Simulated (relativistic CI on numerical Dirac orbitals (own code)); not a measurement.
Electric-dipole transitions in Hg78+

Method of calculation: Dirac-Coulomb-Breit CI, orbitals from a KLI potential per configuration, model QED, unscaled Slater integrals (own radial code, finite nucleus).

Configurations in the expansion: 1s2, 1s 2s, 1s 2p, 1s 3s, 1s 3p, 1s 3d, 1s 4s, 1s 4p, 1s 4d, 1s 4f, 1s 5s, 1s 5p, 1s 5d, 1s 5f, 1s 5g, 1s 6s, 1s 6p, 1s 6d, 2s2. Levels of other configurations are missing.

```csv
λ vac (nm),Lower,Upper,A (s⁻¹),E lower (eV),E upper (eV)
0.01711,1s2 1S_0 [1],1s 2p 1P°_1 [7],3.02e+16,0.0,72449.7
0.01768,1s2 1S_0 [1],1s 2p 3P°_1 [3],1.69e+16,0.0,70142.5
0.06693,1s 2p 3P°_1 [3],1s 4d 3D_2 [23],8.48e+14,70142.5,88668.1
0.07582,1s 2p 3P°_2 [6],1s 4d 3D_3 [26],8.08e+14,72394.7,88747.0
0.08619,1s 2s 3S_1 [2],1s 3p 3P°_2 [12],7.29e+14,70014.9,84400.1
0.08687,1s 2p 3P°_1 [3],1s 3d 3D_1 [14],8.13e+14,70142.5,84415.0
0.08690,1s 2p 3P°_1 [3],1s 3d 3D_2 [13],2.41e+15,70142.5,84409.6
0.08722,1s 2p 3P°_0 [5],1s 3d 3D_1 [14],1.61e+15,70200.3,84415.0
0.09041,1s 2s 3S_1 [2],1s 3p 3P°_1 [9],7.62e+14,70014.9,83729.0
0.10162,1s 2p 3P°_2 [6],1s 3d 3D_3 [16],2.49e+15,72394.7,84595.4
0.10205,1s 2p 1P°_1 [7],1s 3d 1D_2 [17],2.23e+15,72449.7,84599.0
0.19739,1s 3p 3P°_2 [12],1s 5d 3D_3 [40],1.34e+14,84400.1,90681.2
0.19769,1s 3d 3D_2 [13],1s 5f 3F°_3 [41],1.77e+14,84409.6,90681.3
0.20307,1s 3d 3D_3 [16],1s 5f 3F°_4 [45],1.77e+14,84595.4,90700.8
0.20318,1s 3d 1D_2 [17],1s 5f 1F°_3 [47],1.69e+14,84599.0,90701.2
0.24954,1s 3s 3S_1 [8],1s 4p 3P°_2 [22],8.59e+13,83695.4,88664.0
0.25102,1s 3p 3P°_1 [9],1s 4d 3D_2 [23],2.15e+14,83729.0,88668.1
0.28522,1s 3p 3P°_2 [12],1s 4d 3D_3 [26],2.71e+14,84400.1,88747.0
0.28584,1s 3d 3D_2 [13],1s 4f 3F°_3 [27],5.22e+14,84409.6,88747.2
0.28613,1s 3d 3D_1 [14],1s 4f 3F°_2 [28],4.69e+14,84415.0,88748.2
0.28621,1s 3p 1P°_1 [15],1s 4d 1D_2 [29],2.44e+14,84416.8,88748.6
0.29592,1s 3d 3D_3 [16],1s 4f 3F°_4 [30],5.35e+14,84595.4,88785.1
0.29613,1s 3d 1D_2 [17],1s 4f 1F°_3 [31],5.09e+14,84599.0,88785.8
0.52098,1s 2s 3S_1 [2],1s 2p 3P°_2 [6],1.79e+13,70014.9,72394.7
0.54924,1s 4p 3P°_1 [19],1s 5d 3D_2 [37],3.96e+13,88383.4,90640.8
0.61464,1s 4p 3P°_2 [22],1s 5d 3D_3 [40],5.59e+13,88664.0,90681.2
0.61586,1s 4d 3D_2 [23],1s 5f 3F°_3 [41],9.52e+13,88668.1,90681.3
0.61639,1s 4d 3D_1 [24],1s 5f 3F°_2 [42],8.57e+13,88670.4,90681.8
0.61653,1s 4p 1P°_1 [25],1s 5d 1D_2 [43],5.06e+13,88671.1,90682.1
0.63457,1s 4d 3D_3 [26],1s 5f 3F°_4 [45],1.01e+14,88747.0,90700.8
0.63463,1s 4f 3F°_3 [27],1s 5g 3G_4 [44],1.63e+14,88747.2,90700.8
0.63487,1s 4f 3F°_2 [28],1s 5g 3G_3 [46],1.55e+14,88748.2,90701.1
0.63498,1s 4d 1D_2 [29],1s 5f 1F°_3 [47],9.59e+13,88748.6,90701.2
0.64333,1s 4f 3F°_4 [30],1s 5g 3G_5 [48],1.66e+14,88785.1,90712.3
0.64350,1s 4f 1F°_3 [31],1s 5g 1G_4 [49],1.61e+14,88785.8,90712.6
1.1323,1s 5p 3P°_2 [36],1s 6d 3D_3 [58],1.65e+13,90638.7,91733.6
1.1355,1s 5p 1P°_1 [39],1s 6d 1D_2 [59],1.50e+13,90642.3,91734.1
1.7596,1s 3s 3S_1 [8],1s 3p 3P°_2 [12],2.85e+12,83695.4,84400.1
1.8216,1s 3p 3P°_1 [9],1s 3d 3D_2 [13],1.70e+12,83729.0,84409.6
4.2166,1s 4s 3S_1 [18],1s 4p 3P°_2 [22],7.04e+11,88370.0,88664.0
4.3546,1s 4p 3P°_1 [19],1s 4d 3D_2 [23],5.33e+11,88383.4,88668.1
8.3176,1s 5s 3S_1 [32],1s 5p 3P°_2 [36],2.32e+11,90489.6,90638.7
8.5799,1s 5p 3P°_1 [33],1s 5d 3D_2 [37],1.91e+11,90496.3,90640.8
14.488,1s 6s 3S_1 [50],1s 6p 3P°_2 [54],9.32e+10,91623.5,91709.1
14.935,1s 6p 3P°_1 [51],1s 6d 3D_2 [55],7.98e+10,91627.3,91710.3
```

Terms are leading LS components. Brackets give the number of a level in order of energy, since labels repeat. The list gives strong lines, with weight on those to low levels, without lines whose two gauges differ by over a factor of 2.5, among the lowest 59 of 60 levels, so that lines to higher ones, which can be the strongest, are missing. Levels whose partners in the same complex of configurations lie outside the list can be far off, and so can their lines. Rates are taken at the computed energies, electric ones in the length gauge.

At this charge energies of transitions that change n are usually good to better than 1 %, and those within a shell (Δn = 0) to a few per cent.

LS names give the leading component of a level, which can be under half, so a name can repeat, a term be missing and a line seem to break the LS rules.
